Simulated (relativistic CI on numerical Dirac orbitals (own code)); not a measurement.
**Mn+ in a cubic cluster: 2p photoemission with charge transfer**

Computed with a charge-transfer multiplet model of a cubic metal-ligand cluster with up to 2 ligand holes, Slater and spin-orbit integrals from Dirac-Coulomb-Breit ions, Slater integrals scaled by 0.7. The ground state mixes d6 with configurations of k ligand holes L, whose averages lie at kΔ + k(k − 1)U_dd/2; a core hole lowers each added d electron by U_cd. 300 K, Lorentzian 0.6 eV and Gaussian 0.8 eV FWHM.

Atomic integrals in eV (Slater integrals scaled, ζ unscaled), ground: F2dd 6.303, F4dd 3.879, zeta_d 0.031; with the core hole: F2dd 7.764, F4dd 4.828, zeta_d 0.052, zeta_core 6.792, F2cd 4.448, G1cd 3.278, G3cd 1.861.

Cluster parameters (eV): Δ = 6.8, U_dd = 7, U_cd = 7.7, 10Dq = 0.95, 10Dq(ligand) = 0.1, final-state hopping factor = 1.

```tsv
Case	n_d	d6	d7L	d8L2	S
V(eg) = 1.7 eV, V(t2g) = -0.72 eV	6.08	0.92	0.08	0.00	2.00
V(eg) = 2.6 eV, V(t2g) = -1.1 eV	6.29	0.72	0.26	0.02	0.02
V(eg) = 2.9 eV, V(t2g) = -1.23 eV	6.33	0.69	0.29	0.02	0.01
```

Weights, n_d and S are thermal averages at 300 K. Binding energies count from the first peak over 30 % of the highest in each spectrum, which can be another peak from case to case. The parameters are a model scan and need not match a compound or its usual spin state. Peaks in eV (height, largest 100):
- V(eg) = 1.7 eV, V(t2g) = -0.72 eV: 0.0 (100), 5.2 (33), 8.3 (12), 11.4 (60), 16.2 (16)
- V(eg) = 2.6 eV, V(t2g) = -1.1 eV: 0.0 (100), 2.3 (13), 10.6 (51), 19.9 (9)
- V(eg) = 2.9 eV, V(t2g) = -1.23 eV: 0.0 (100), 2.3 (12), 10.5 (58), 20.7 (8)

Curve for V(eg) = 2.9 eV, V(t2g) = -1.23 eV (points under 2 left out, the grid thinned):

E (eV), Intensity and a bar:
```
     -2.9        2.0 
     -2.4        3.0 
     -2.0        4.4 #
     -1.5        8.3 ##
     -1.1       17.4 #####
     -0.6       54.1 ################
     -0.1       99.8 ##############################
      0.3       78.4 #######################
      0.8       30.6 #########
      1.2       15.7 ####
      1.7       12.0 ###
      2.1       12.0 ###
      2.6       11.5 ###
      3.1        8.2 ##
      3.5        5.2 #
      4.0        3.3 
      4.4        2.7 
      4.9        2.4 
      5.4        2.6 
      5.8        2.8 
      6.3        2.8 
      6.7        2.6 
      7.2        2.5 
      7.7        2.8 
      8.1        3.5 
      8.6        5.0 #
      9.0        8.0 ##
      9.5       19.0 #####
     10.0       43.2 #############
     10.4       58.3 #################
     10.9       43.8 #############
     11.3       25.7 #######
     11.8       16.8 #####
     12.3       12.5 ###
     12.7        9.8 ##
     13.2        6.0 #
     13.6        3.7 #
     14.1        2.3 
     19.8        3.2 
     20.3        6.8 #
     20.8        8.1 ##
     21.2        6.8 #
     21.7        4.7 #
     22.1        3.3 
     22.6        2.1
```

For the case V(eg) = 2.6 eV, V(t2g) = -1.1 eV, Δ = 6.8 eV is smaller than U_dd = 7 eV, the charge-transfer side of the Zaanen-Sawatzky-Allen scheme. With the core hole the average of the configuration with one ligand hole lies at Δ − U_cd = -0.9 eV before mixing: the effective hopping of about 5.0 eV (from the holes of the mixed ground state) is comparable with this gap or larger, so the configurations mix strongly. The thermal average of S changes within this range, from 2.0 to 0.0; a value between half-integers is an average over states of different spin.
